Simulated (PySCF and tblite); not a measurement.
Results of a calculation; reference values are marked as such.
C₂H₁₄Si₄, numbered as in [CH3:1][Si@@H:2]([SiH3:3])[Si@H:4]([CH3:5])[SiH3:6]. Search: ETKDG and KDG, MMFF94s, GFN2-xTB, 200 starts; geometries at GFN2-xTB. Free energies are PBE0-D3(BJ)/pcSseg-1 single points with GFN2-xTB rigid-rotor and vibrational terms (modes under about 100 cm⁻¹ blended into free rotors). Symmetry numbers and mirror images are counted. Conformers within 2.5 kcal/mol (GFN2-xTB free energy) were kept, 7 at most. GIAO shieldings: PBE0/pcSseg-1. Shifts are against TMS (¹H), TMS (¹³C), TMS (²⁹Si) at the same level. (PySCF 2.14, tblite 0.8.)

Torsions listed: Si3–Si2–Si4–Si6. Of a mirror pair one member is shown.

```tsv
conformer	shape	point group	mirror pair	ΔE(DFT)	Δ(G−E) at 298.15 K	δ Si3/Si6 (ppm)
1	57°	C1	yes	0.00	0.00	-116.2
2	180°	Ci	no	0.98	0.11	-114.5
```

Energies in kcal/mol; the thermal term leaves out symmetry numbers and mirror images.

**Question.** Work out the weights at 298.15 K and the ²⁹Si shift of Si3/Si6 under fast exchange.

**Answer.** RT = 0.592 kcal/mol. Each conformer gets RT ln(σ/g), with σ the rotational symmetry number and g = 2 for a mirror pair: 1: σ = 1, g = 2, G = 0.00 + 0.00 − 0.41 = -0.41, 0.00 above the lowest, exp(−ΔG/RT) = 1.000; 2: σ = 1, g = 1, G = 0.98 + 0.11 + 0.00 = 1.08, 1.49 above the lowest, exp(−ΔG/RT) = 0.080. The sum is 1.080, so the weights are 92.6, 7.4 %. The averaged shift is -116.1 ppm. At 298.15 K the leading conformer alone gives -116.2 ppm and bare DFT energies give -115.9 ppm.

Unscaled ²⁹Si shifts at such levels can be off by tens of ppm; differences between conformers or isomers are more reliable.
